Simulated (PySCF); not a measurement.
**Krypton: a sound run and one with changed settings**

Sound run: Kr [Kr], Kr⁺ [Ar] 3d10 4s2 4p5. All numbers are calculated (PySCF 2.14, the spin-free X2C one-electron Hamiltonian (Gaussian nucleus), in jorge-DZP-DKH (8s6p2d1f, 43 functions)). In the sound run the correlated levels freeze [Ar] 3d10. The sound run starts from symmetry-adapted Hartree-Fock orbitals and uses a fine grid where one is needed.

Changed run: all electrons correlated in a basis built for the valence shell.

| species | method | sound run (hartree) | changed run (hartree) | converged |
| --- | --- | --- | --- | --- |
| Kr | MP2 | -2788.06407 | -2788.65411 | yes |
| Kr⁺ | MP2 | -2787.57020 | -2788.15951 | yes |

Ionisation energy of Kr:

```json
{"method": "UHF", "sound run (eV)": "13.213", "changed run (eV)": "13.213"}
{"method": "MP2", "sound run (eV)": "13.439", "changed run (eV)": "13.459"}
{"method": "SCS-MP2", "sound run (eV)": "13.418", "changed run (eV)": "13.427"}
```

A valence basis has no tight correlating functions, so it recovers only part of the core correlation, and not evenly between atom and ion.

For comparison, NIST gives 14.000 eV between the lowest levels.
